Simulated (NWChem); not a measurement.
The numbers come from NWChem runs, not from measurements. System: fluoroethylene carbonate (C₃H₃FO₃), charge 0, spin multiplicity 1, at a geometry optimised with B3LYP/def2-SVP. Level: LDA (SVWN5)/def2-SVP.

The NWChem input:

```
start mol
memory heap 200 mb stack 900 mb global 1100 mb
geometry units angstroms nocenter noautoz noautosym
  O      2.288413    -0.019543     0.210222
  C      1.129938     0.091956    -0.007873
  O      0.432146     1.250280    -0.038751
  C     -0.909220     1.004460    -0.442717
  C     -1.042433    -0.515398    -0.306466
  F     -1.648569    -0.839930     0.875048
  O      0.280990    -0.953212    -0.291542
  H     -1.604180     1.529077     0.226782
  H     -1.054330     1.344061    -1.480892
  H     -1.586471    -1.020075    -1.118423
end
basis spherical
  * library def2-svp
end
dft
  xc slater vwn_5
  semidirect memsize 60000000 filesize 0
  iterations 100
end
task dft energy
```

Part of the output:

```
             Northwest Computational Chemistry Package (NWChem) 7.3.0
             --------------------------------------------------------

                                NWChem Input Module
                                -------------------

 Scaling coordinates for geometry "geometry" by  1.889725989
 (inverse scale =  0.529177249)

                             Geometry "geometry" -> ""
                             -------------------------

 Output coordinates in angstroms (scale by  1.889725989 to convert to a.u.)

  No.       Tag          Charge          X              Y              Z
 ---- ---------------- ---------- -------------- -------------- --------------
    1 O                    8.0000     2.28841300    -0.01954300     0.21022200
    2 C                    6.0000     1.12993800     0.09195600    -0.00787300
    3 O                    8.0000     0.43214600     1.25028000    -0.03875100
    4 C                    6.0000    -0.90922000     1.00446000    -0.44271700
    5 C                    6.0000    -1.04243300    -0.51539800    -0.30646600
    6 F                    9.0000    -1.64856900    -0.83993000     0.87504800
    7 O                    8.0000     0.28099000    -0.95321200    -0.29154200
    8 H                    1.0000    -1.60418000     1.52907700     0.22678200
    9 H                    1.0000    -1.05433000     1.34406100    -1.48089200
   10 H                    1.0000    -1.58647100    -1.02007500    -1.11842300

 Effective nuclear repulsion energy (a.u.)     322.6744263572

            Nuclear Dipole moment (a.u.)
            ----------------------------
        X                 Y               Z
 ---------------- ---------------- ----------------
    -0.0000000000     0.0000018897    -0.0000094486


 Summary of "ao basis" -> "" (spherical)
 ------------------------------------------------------------------------------
       Tag                 Description            Shells   Functions and Types
 ---------------- ------------------------------  ------  ---------------------
 *                          def2-svp                  on all atoms
[...]
 Vector   27  Occ=2.000000D+00  E=-2.705893D-01
              MO Center=  1.8D+00, -5.9D-03,  1.3D-01, r^2= 1.7D+00
   Bfn.  Coefficient  Atom+Function         Bfn.  Coefficient  Atom+Function
  ----- ------------  ---------------      ----- ------------  ---------------
     5      0.591147   1 O  py                8      0.376720   1 O  py
    22      0.182926   2 C  py               31     -0.159814   3 O  s
    87      0.139528   7 O  s                88      0.139760   7 O  px
    32     -0.133485   3 O  px               91      0.107066   7 O  px
    35     -0.102347   3 O  px               33      0.099307   3 O  py

 Vector   28  Occ=0.000000D+00  E=-2.703573D-02
              MO Center=  1.1D+00,  1.1D-01, -3.9D-02, r^2= 2.2D+00
   Bfn.  Coefficient  Atom+Function         Bfn.  Coefficient  Atom+Function
  ----- ------------  ---------------      ----- ------------  ---------------
    20      0.604092   2 C  pz               23      0.481373   2 C  pz
     6     -0.391449   1 O  pz                9     -0.386319   1 O  pz
    59      0.341369   5 C  s               105     -0.285412   9 H  s
    34     -0.228850   3 O  pz               50      0.210318   4 C  py
    37     -0.203290   3 O  pz               90     -0.197275   7 O  pz

 Vector   29  Occ=0.000000D+00  E= 9.750489D-03
              MO Center= -8.1D-01,  4.9D-01, -6.6D-01, r^2= 3.9D+00
   Bfn.  Coefficient  Atom+Function         Bfn.  Coefficient  Atom+Function
  ----- ------------  ---------------      ----- ------------  ---------------
   105      0.852251   9 H  s                49      0.701682   4 C  px
   110      0.698561  10 H  s                31     -0.605333   3 O  s
    45     -0.604176   4 C  s               100      0.551877   8 H  s
    63      0.473012   5 C  px               17      0.443991   2 C  s
    87     -0.437901   7 O  s                51      0.375059   4 C  pz

 Vector   30  Occ=0.000000D+00  E= 2.647030D-02
              MO Center= -1.1D+00,  1.6D-01, -9.9D-01, r^2= 3.9D+00
   Bfn.  Coefficient  Atom+Function         Bfn.  Coefficient  Atom+Function
  ----- ------------  ---------------      ----- ------------  ---------------
   110      1.066723  10 H  s               105      0.959478   9 H  s
    45     -0.920831   4 C  s                59     -0.724044   5 C  s
    65      0.589691   5 C  pz               49     -0.471760   4 C  px
    31      0.432487   3 O  s                62      0.293204   5 C  pz
    87      0.286064   7 O  s                64      0.282484   5 C  py

 center of mass
 --------------
 x =   0.04546745 y =  -0.04774932 z =   0.05754779

 moments of inertia (a.u.)
 ------------------
         346.542435260513         -87.417221161537          35.051329832982
         -87.417221161537         741.560971334066          50.829716965622
          35.051329832982          50.829716965622         919.964760101293

     Multipole analysis of the density
     ---------------------------------

     L   x y z        total         alpha         beta         nuclear
     -   - - -        -----         -----         ----         -------
     0   0 0 0     -0.000000    -27.000000    -27.000000     54.000000

     1   1 0 0     -1.540858     -0.770429     -0.770429     -0.000000
     1   0 1 0      0.415480      0.207739      0.207739      0.000002
     1   0 0 1     -0.800962     -0.400476     -0.400476     -0.000009

     2   2 0 0    -32.154282   -183.600901   -183.600901    335.047520
     2   1 1 0     -1.343032    -19.240607    -19.240607     37.138183
     2   1 0 1      1.454227      5.500596      5.500596     -9.546965
     2   0 2 0    -29.345090    -84.326543    -84.326543    139.307995
     2   0 1 1      0.193307     12.666108     12.666108    -25.138909
     2   0 0 2    -27.108750    -37.073665    -37.073665     47.038580

 Task  times  cpu:        7.6s     wall:        7.6s

 Total times  cpu:        7.6s     wall:        7.6s
```
